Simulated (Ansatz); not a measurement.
Input for Ansatz (a program for electronic structure): U-CCSD(T)/cc-pVTZ on H6 chain, a point of a bond scan (R = 0.700 Å).

Ansatz 0.2 input:
```yaml
crystal:
  periodic: [false, false, false]
  atoms:
    - {symbol: H, position_ang: [0.00000000, 0.00000000, 0.00000000]}
    - {symbol: H, position_ang: [0.00000000, 0.00000000, 0.70000000]}
    - {symbol: H, position_ang: [0.00000000, 0.00000000, 1.40000000]}
    - {symbol: H, position_ang: [0.00000000, 0.00000000, 2.10000000]}
    - {symbol: H, position_ang: [0.00000000, 0.00000000, 2.80000000]}
    - {symbol: H, position_ang: [0.00000000, 0.00000000, 3.50000000]}
basis:
  gaussian:
    orbitals: cc-pVTZ
correlation: {method: ccsd_t, electrons: outside_noble_gas}
scf: {omitted_lower_state_checks: [cluster_reference]}
magnetization: {spin_polarized: true, initial_magnetization: 0}
```

Task: Predict the final total energy.

Result: -3.2727 hartree (reference determinant -3.1298, T1 diagnostic 0.008).
